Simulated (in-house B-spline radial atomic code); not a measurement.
Ionising Al3+ with different functionals

Computed with a radial B-spline atomic code at the basis-set limit: scalar-relativistic (spin-free X2C) Hamiltonian, Fermi nucleus of rms radius 3.061 fm, spin-polarised at highest spin, spherical fractional occupations for the functionals, and exact exchange of hybrids averaged over the configuration. The ionisation energy is the difference of two self-consistent energies, [He] 2s2 2p6 → [He] 2s2 2p5, without Breit or QED terms; ε is the level of the shell that loses the electron (its least bound occupied spin orbital).

| method | rung | ΔSCF (eV) | -ε(2p) (eV) |
| --- | --- | --- | --- |
| PBE0 | global hybrid | 120.22 | 108.83 |
| B3LYP | global hybrid | ? | ? |
| TPSSh | global hybrid | 120.59 | 106.37 |
| BHandHLYP | global hybrid | ? | ? |
| r2SCAN0 | global hybrid | 121.13 | 109.97 |
| B97-1 | global hybrid | 120.29 | 108.11 |
| HSE06 | range-separated hybrid | 120.21 | 108.38 |
| wB97X | range-separated hybrid | 120.08 | 110.66 |
| CAM-B3LYP | range-separated hybrid | 120.40 | 110.11 |
| LC-wPBE | range-separated hybrid | 120.42 | 110.05 |

(1) What does BHandHLYP give?

(2) What does B3LYP give?

(3) Among the functionals, which spreads more, the ΔSCF values or the orbital energies?

(4) How do they compare with the NIST value?

Answers

(1) ΔSCF 120.11 eV, and -ε(2p) = 113.55 eV.

(2) ΔSCF 120.47 eV, and -ε(2p) = 108.11 eV.

(3) The orbital energies: ΔSCF values span about 1.05 eV and the orbital energies 7.18 eV; here energy differences depend much less on the functional than eigenvalues do.

(4) NIST lists 119.992 eV ± 0.0019 (measured, ground level to ground level). Errors run from +0.08 to +1.13 eV; wB97X is closest (+0.08 eV), but part of that can be cancellation, since the calculations leave out spin-orbit coupling, Breit-QED terms, multiplet and fine-structure energies.
